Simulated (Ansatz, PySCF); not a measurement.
CH6Cl3GeNSi (SMILES C[N]([SiH3])[Ge]([Cl])([Cl])[Cl]), singlet, geometry from GFN2-xTB, atoms displaced at random by about 0.08 Å a coordinate. Base run: PBE/STO-3G, gradient (PySCF).

The PySCF input:
```python
from pyscf import gto, scf, dft

mol = gto.M(
    atom='''
Si    2.649498    0.294009    1.192709
N     1.246451   -0.613772    0.366679
C     1.725213   -1.694610   -0.656633
Ge   -0.425583   -0.052964   -0.103998
Cl   -0.585012    0.799458   -2.167657
Cl   -1.687289   -1.528172    0.127121
Cl   -0.913337    1.592813    1.247288
H     3.504785   -0.599701    1.640042
H     3.099383    1.030084    0.020795
H     1.839158    1.323792    2.032307
H     2.035238   -1.441405   -1.474630
H     2.563588   -2.307767    0.014474
H     1.000732   -2.354730   -0.596853
''',
    basis='sto-3g',
    charge=0,
    spin=0,
    verbose=4,
)

mf = dft.RKS(mol)
mf.xc = 'pbe'
mf.kernel()
g = mf.nuc_grad_method()
grad = g.kernel()
```

Programs used: Ansatz (a quantum-chemistry and plane-wave program), PySCF; a row that names a program was run with it.

The coordinate followed is y of atom 10.

Variants of this job, named by their change:

```
change                                                  dE/dx (Eh/bohr)  net force (Eh/bohr)
------------------------------------------------------  ---------------  -------------------
base                                                           0.029565             0.000127
density fitting = on                                           0.029548             0.000127
finite difference step (bohr) = 1e-4; conv_tol = 1e-11         0.029560                    -
grid_response = on                                             0.029560             0.000000
grids.level = 1; grid_response = off                           0.029524             0.000547
finite difference step (bohr) = 0.01; conv_tol = 1e-11         0.029559                    -
finite difference step (bohr) = 1e-5; conv_tol = 1e-11         0.029560                    -
finite difference step (bohr) = 1e-3; conv_tol = 1e-11         0.029560                    -
grids.level = 1; grid_response = on                            0.029682             0.000000
grids.level = 0; grid_response = off                           0.028968             0.013597
conv_tol = 1e-4                                                0.029548             0.000127
code = ansatz                                                  0.029563             0.000000
```

The net force is zero for an exact gradient.
